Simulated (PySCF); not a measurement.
C5H9B, SMILES CCB(C#C)C.

The structure is a stationary point at B3LYP-D3(BJ)/def2-SVP. The structure was generated by enumeration, and PubChem lists no compound with its InChIKey, so it may never have been made. The values are those of a single conformer.

The numbers are results of PySCF with PBE/def2-TZVP, not measurements.

Question: Estimate the frontier levels, gap, dipole moment and polarisability. (The exact figures need the calculation; the answer reports its results.)

Answer: 
| Item | Value |
|---|---|
| highest occupied level | -6.48 eV |
| lowest empty level | -2.42 eV |
| orbital gap | 4.07 eV |
| dipole moment | 0.08 D |
| quadrupole, principal values (traceless, Buckingham form, about the centre of nuclear charge) | -4.40, -1.65, 6.05 D·Å |
| mean static polarisability | 75.6 bohr³ (11.20 Å³) |
| polarisability, principal values | 55.0, 75.4, 96.3 bohr³ |
